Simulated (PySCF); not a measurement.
Several species in one continuum solvent.

Level: PBE0/def2-SVPD in PySCF, non-relativistic, each on one gas-phase PBE0-D3(BJ)/def2-SVP geometry that isn't relaxed in the solvent. The solvent is an IEF-PCM continuum (van der Waals radii × 1.2). Specific hydrogen bonds and non-electrostatic terms are outside this model. Spin–orbit coupling is left out although an atom past zinc is present.

Question: Order them by E(solvent) − E(gas) in chloroform (ε = 4.711), most negative first (kcal/mol).
A. `[N:1]#[C:2][CH:3]1[CH2:4][CH2:5][CH2:6][CH2:7][CH2:8]1` with C2–C3–C4–C5 69°, C3–C4–C5–C6 55°, C4–C5–C6–C7 -55°, C5–C6–C7–C8 55°
B. `[O:1]=[C:2]1[CH2:3][CH2:4][CH2:5][CH2:6][C@H:7]1[F:8]` with O1–C2–C3–C4 -121°, C2–C3–C4–C5 -53°, C3–C4–C5–C6 54°, C4–C5–C6–C7 -56°
C. `n1[se]ncc1C([O-])=O`

Answer: C (-46.7), A (-4.6), B (-4.2).

```
             SMILES  charge  ΔE (kcal/mol)  polarisation term (kcal/mol)  HOMO shift (eV)  dipole gas (D)  dipole solvent (D)  atoms  lowest singlet, gas (eV)  lowest singlet, solvent (eV)
O=C([O-])c1cn[se]n1      -1          -46.7                         -48.8            -3.69               –                   –      9                      3.08                          3.67
        N#CC1CCCCC1       0           -4.6                          -5.4            +0.18            4.12                5.08     19                      7.62                          7.64
    O=C1CCCC[C@H]1F       0           -4.2                          -4.8            -0.06            3.05                3.69     17                      4.14                          4.20
```

The ion comes first with 46.7 kcal/mol, the neutral species gain 4.6 at most. The polarisation term is half the interaction of the solute with the induced surface charges. No dipole is given for ions, as it depends on the origin. Singlets are vertical TDDFT energies (frozen core, non-equilibrium response), the lowest in each medium.
